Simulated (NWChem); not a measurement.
AlSiH4O3Cl; SMILES [OH][Al]([OH])[O][SiH2]Cl

```xyz
10

Si    -0.2966    -1.4686    -0.8871
Cl     0.2639    -2.4956     0.8247
O      0.0298     0.1184    -0.6971
Al     0.0158     1.6562     0.0242
O     -1.4406     2.2324     0.6586
O      1.4076     2.6149     0.0830
H     -1.7509    -1.7058    -1.0854
H      0.5006    -2.0187    -2.0144
H     -1.5338     3.0906     1.0746
H      2.2717     2.3650    -0.2461
```
Atoms are numbered in this order, from 1.

Results from NWChem. Structure relaxed at the PBE0/def2-SVP level.

Question: Order these runs by computing time, cheapest first, and give rough ratios: PBE/3-21G; PBE/pcseg-1; PBE/aug-pcseg-1.

Answer: PBE/3-21G (1), PBE/pcseg-1 (3), PBE/aug-pcseg-1 (10). Ratios are rough, from one shared machine; the cheapest took about 6 core-seconds (a rough figure). What differs between the cheapest and the dearest: highest occupied level (eV) -6.51 → -7.35; orbital gap (eV) 5.32 → 5.44; dipole (D) 2.93 → 1.92.
